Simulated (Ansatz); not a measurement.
Energy landscape of H2Mg, singlet: symmetric bend, bond length relaxed. Scanned: H-Mg-H angle. Other coordinates (Mg-H bond length) were minimised at B3LYP/def2-TZVP.

Level of theory: full CI/cc-pVDZ, frozen core run with Ansatz (an electronic-structure program).

Scanned values (°): 180, 169.86, 157.51, 152.31, 141.92, 131.69, 119.17, 110.09, 99.45, 87.57, 80.92, 69.40, 60.

At which scan points does the profile have its minima and maxima, and how high do they lie?

Lower than their neighbours: 180° (0.0 kcal/mol, end of the scan). Higher than their neighbours: 60° (70.7 kcal/mol, end of the scan). The whole profile spans 70.7 kcal/mol.
